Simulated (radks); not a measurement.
The numbers below are computed, except where a source is named.
Numerical settings for neutral arsenic, [Ar] 3d10 4s2 4p3. Level of theory: Dirac Kohn-Sham, PBE, spin-unpolarised, spherical densities, finite nucleus; open shells fill j = l - 1/2 first; Fermi nuclear charge, rms radius 4.0968 fm (a radial shooting solver on a logarithmic mesh with Libxc functionals). The defaults (mesh step 0.008 in ln r, mesh end at 40 bohr or more with all orbitals vanishing there, Anderson mixing 0.5 over 9 steps, residual threshold near 1e-9 with the energy settled to 1e-9 hartree or 1e-11 of itself, here a cap of 81 iterations) give E = -2260.9230 hartree and 4p3/2 at -5.047 eV in 14 iterations. Run on one thread of a shared host, so times are rough (Arm Neoverse V1): 0.11 s of CPU time, 0.11 s wall, 14 iterations on 2381 mesh points. Changes against that run (0 stands for a change within the tolerance of the run):

setting                     iterations         converged  E (mhartree)  e(4p3/2) (meV)  CPU (s)
mesh step in ln r 0.003             15               yes             0               0     0.28
mesh step in ln r 0.03              14               yes      +0.00041               0     0.04
mesh step in ln r 0.05              14               yes      +0.00485               0     0.03
mesh end (bohr) 400                 14               yes             0               0     0.11
mesh end (bohr) 2                   14  level above zero     +9.33e+03       +7.54e+04     0.08
residual threshold 1e-16            81                no             0               0     0.31
residual threshold 1e-05            10               yes             0         +0.0469     0.09
mixing 0.2                          18               yes             0               0     0.14
linear mixing, mixing 1             81                no     +7.47e+04       -4.47e+05      2.1
linear mixing, mixing 0.05          81                no       +0.0219           -38.9     0.48
mixing history 3                    18               yes             0               0     0.12
iteration cap 8                      8                no             0           +1.54     0.07

Settled on a wrong energy, with an occupied level pushed above zero by the early mesh end: mesh end (bohr) 2 (+9.33 hartree). Apart from these: no run marked as converged misses the energy by more than 1 mhartree. A mesh that ends early acts as a hard wall.
